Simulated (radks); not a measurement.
Cu XI, configuration [Ar] 3d1. All-electron calculation, Dirac Kohn-Sham, LDA (Slater exchange, Perdew-Wang correlation), spin-unpolarised, spherical densities, point nucleus; open shells fill j = l - 1/2 first. Program: a radial shooting solver on a logarithmic mesh with Libxc functionals. Some entries of the table are withheld. Estimate them.

| orbital | occ. | eigenvalue (eV) | <r^2> (bohr^2) | r(max) (bohr) |
|---|---|---|---|---|
| 1s1/2 | 2 | -9108.383 | 0.003669 | 0.03417 |
| 2s1/2 | 2 | (1) | 0.06510 | 0.1970 |
| 2p1/2 | 2 | -1213.723 | 0.05107 | 0.1565 |
| 2p3/2 | 4 | -1193.279 | 0.05258 | 0.1592 |
| 3s1/2 | 2 | -360.6937 | 0.4774 | 0.5860 |
| 3p1/2 | 2 | -318.9679 | 0.4823 | 0.5756 |
| 3p3/2 | 4 | -315.4810 | 0.4919 | 0.5818 |
| 3d3/2 | 1 | -247.8568 | (2) | 0.5028 |
| 3d5/2 | 0 | -247.2738 | (3) | 0.5044 |

Answer. 
(1) 2s1/2 eigenvalue (eV): -1344.104
(2) 3d3/2 <r^2> (bohr^2): 0.4596
(3) 3d5/2 <r^2> (bohr^2): 0.4621
